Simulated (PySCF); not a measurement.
## `C=C[Si@H](F)[NH2+]C`, [C$_{3}$H$_{9}$FNSi]+, charge +1

Geometry:
```tsv
atom	x (Å)	y (Å)	z (Å)
C1	2.574	-0.590	-0.083
C2	1.301	-0.996	-0.227
Si3	0.172	-0.101	-1.341
F4	0.905	1.098	-2.120
N5	-0.989	0.942	-0.255
C6	-1.942	0.163	0.584
H7	2.971	0.287	-0.606
H8	3.277	-1.132	0.559
H9	0.963	-1.904	0.289
H10	-0.784	-0.824	-2.201
H11	-1.506	1.596	-0.857
H12	-0.407	1.540	0.346
H13	-2.578	0.843	1.164
H14	-2.571	-0.459	-0.066
H15	-1.374	-0.479	1.270
```

Total charge +1.

Method: PySCF, GIAO LDA/def2-SVP magnetisability, rotational g tensor and spin-rotation constants, non-relativistic, gas phase. Geometry: PBE0-D3(BJ)/def2-SVP.

For an ion the centre-of-mass motion in the field is neglected.

Problem. How diamagnetic is it, and how anisotropic?

Solution. Isotropic -977 × 10⁻³⁰ J/T², or -58.8 × 10⁻⁶ cm³/mol; principal values -1093, -958, -881 × 10⁻³⁰ J/T², anisotropy 186 × 10⁻³⁰ J/T² (root of half the summed squared differences of the principal values). The susceptibility is in cgs units.

Problem. Split it along the inertial axes a, b, c into diamagnetic and paramagnetic parts about the centre of mass, with the quadrupole moment.

Solution. 
```tsv
axis	χ (10⁻⁶ cm³/mol)	diamagnetic (10⁻⁶ cm³/mol)	paramagnetic (10⁻⁶ cm³/mol)	summed x² of all electrons (Å²)	quadrupole Θ (D Å)
a	-59.1	-399.4	340.4	137.9	+15.34
b	-56.8	-693.0	636.1	68.7	-7.87
c	-60.6	-876.6	816.0	25.4	-7.47
```
Anisotropies 2χaa − χbb − χcc = -0.6 and 2χbb − χaa − χcc = +6.0 × 10⁻⁶ cm³/mol. Θ is traceless in Buckingham's convention.

Problem. And the rotational g tensor?

Solution. 
| axis | rotational constant (GHz) | g | nuclear part | electronic part |
| --- | --- | --- | --- | --- |
| a | 3.7108 | -0.0108 | 0.5826 | -0.5934 |
| b | 2.0104 | +0.0050 | 0.6057 | -0.6008 |
| c | 1.5072 | +0.0062 | 0.5840 | -0.5778 |

Asymmetric top; isotopes 12C, 19F, 1H, 14N, 28Si; no vibrational averaging.
